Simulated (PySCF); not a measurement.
PySCF input (M06-2X/6-31G* with LANL2DZ past Ar (5d)):

```python
from pyscf import gto, dft

mol = gto.M(
    atom='''
    W    -0.06392434   -0.10995229   -0.08652031
    O     1.63317091    0.01788959   -0.38614974
    O    -0.27318225   -0.43492179    1.59777763
    O    -0.76868855    1.43409090   -0.41131505
    ''',
    basis={'default': '6-31g*', 'W': 'lanl2dz'},
    ecp={'W': 'lanl2dz'},
    charge=0,
    spin=0,
    verbose=4,
)

mf = dft.RKS(mol, xc='m062x')
mf.grids.level = 4
mf.conv_tol = 1e-9
mf.max_cycle = 100
mf.max_memory = 1500
mf.kernel()
if not mf.converged:
    mf = mf.newton()
    mf.kernel(mf.make_rdm1())
mf.dip_moment()
```

From the last part of the output:

```

nuclear repulsion = 139.328283857439
number of shells = 25
number of NR pGTOs = 119
number of NR cGTOs = 64
basis = {'default': '6-31g*', 'W': 'lanl2dz'}
ecp = {'W': 'lanl2dz'}

******** <class 'pyscf.dft.rks.RKS'> ********
method = RKS
initial guess = minao
damping factor = 0
level_shift factor = 0
DIIS = <class 'pyscf.scf.diis.CDIIS'>
diis_start_cycle = 1
diis_space = 8
diis_damp = 0
SCF conv_tol = 1e-09
SCF conv_tol_grad = None
SCF max_cycles = 100
direct_scf = True
direct_scf_tol = 1e-13
XC library pyscf.dft.libxc version 7.1.2
    S. Lehtola, C. Steigemann, M. J. T. Oliveira, and M. A. L. Marques,  SoftwareX 7, 1–5 (2018)
XC functionals = m062x
    Y. Zhao and D. G. Truhlar,  Theor. Chem. Acc. 120, 215 (2008)
    Y. Zhao and D. G. Truhlar,  Theor. Chem. Acc. 120, 215 (2008)
radial grids:
    Treutler-Ahlrichs [JCP 102, 346 (1995); DOI:10.1063/1.469408] (M4) radial grids

becke partition: Becke, JCP 88, 2547 (1988); DOI:10.1063/1.454033
pruning grids: <function nwchem_prune>
grids dens level: 4
symmetrized grids: False
atomic radii adjust function: <function treutler_atomic_radii_adjust>
small_rho_cutoff = 0
Set gradient conv threshold to 3.16228e-05
Initial guess from minao.
tot grids = 119816
init E= -291.940024947971
  HOMO = -0.333733470461413  LUMO = 0.0248372731179468  gap/eV = 9.75721
cycle= 1 E= -291.344144934327  delta_E= 0.596  |g|= 2.67  |ddm|= 3.15
  HOMO = -0.210198512565266  LUMO = -0.142262134158135  gap/eV = 1.84864
cycle= 2 E= -281.559565494859  delta_E= 9.78  |g|= 5.94  |ddm|= 6.48
  HOMO = -0.391854489221176  LUMO = -0.195192008785352  gap/eV = 5.35146
cycle= 3 E= -293.197726685733  delta_E= -11.6  |g|= 0.53  |ddm|=  5.5
  HOMO = -0.366348628686055  LUMO = -0.167521942223612  gap/eV = 5.41035
cycle= 4 E= -293.262827500904  delta_E= -0.0651  |g|= 0.138  |ddm|= 0.415
  HOMO = -0.38001969048409  LUMO = -0.162682565044596  gap/eV = 5.91404
cycle= 5 E= -293.267339696563  delta_E= -0.00451  |g|= 0.029  |ddm|= 0.098
  HOMO = -0.377907763061001  LUMO = -0.159411090310247  gap/eV = 5.94560
cycle= 6 E= -293.267711820424  delta_E= -0.000372  |g|= 0.0125  |ddm|= 0.0432
  HOMO = -0.379584844594852  LUMO = -0.160126136437798  gap/eV = 5.97178
cycle= 7 E= -293.267746915668  delta_E= -3.51e-05  |g|= 0.0114  |ddm|= 0.0151
  HOMO = -0.379804215531893  LUMO = -0.159848220454972  gap/eV = 5.98531
cycle= 8 E= -293.26776839449  delta_E= -2.15e-05  |g|= 0.00761  |ddm|= 0.00795
  HOMO = -0.379971233559125  LUMO = -0.159163285558611  gap/eV = 6.00849
cycle= 9 E= -293.267785020503  delta_E= -1.66e-05  |g|= 0.00224  |ddm|= 0.008
  HOMO = -0.380260637826368  LUMO = -0.159066335208021  gap/eV = 6.01900
cycle= 10 E= -293.267786577808  delta_E= -1.56e-06  |g|= 0.000229  |ddm|= 0.00311
  HOMO = -0.380273206557019  LUMO = -0.159037754660051  gap/eV = 6.02012
cycle= 11 E= -293.267786601849  delta_E= -2.4e-08  |g|= 5.06e-05  |ddm|= 0.000401
  HOMO = -0.38027725110925  LUMO = -0.159041974173347  gap/eV = 6.02012
cycle= 12 E= -293.267786602869  delta_E= -1.02e-09  |g|= 4.23e-05  |ddm|= 0.000101
  HOMO = -0.380277853663681  LUMO = -0.159042123261363  gap/eV = 6.02013
cycle= 13 E= -293.267786603261  delta_E= -3.91e-10  |g|= 9.23e-06  |ddm|= 3.37e-05
  HOMO = -0.380278315664404  LUMO = -0.15904223627251  gap/eV = 6.02014
Extra cycle  E= -293.267786603223  delta_E= 3.78e-11  |g|= 1.94e-05  |ddm|= 2.01e-05
converged SCF energy = -293.267786603223
Dipole moment(X, Y, Z, Debye): -2.41307, -4.15069, -3.26614
```

The geometry given is a B3LYP-D3(BJ)/def2-TZVP minimum.
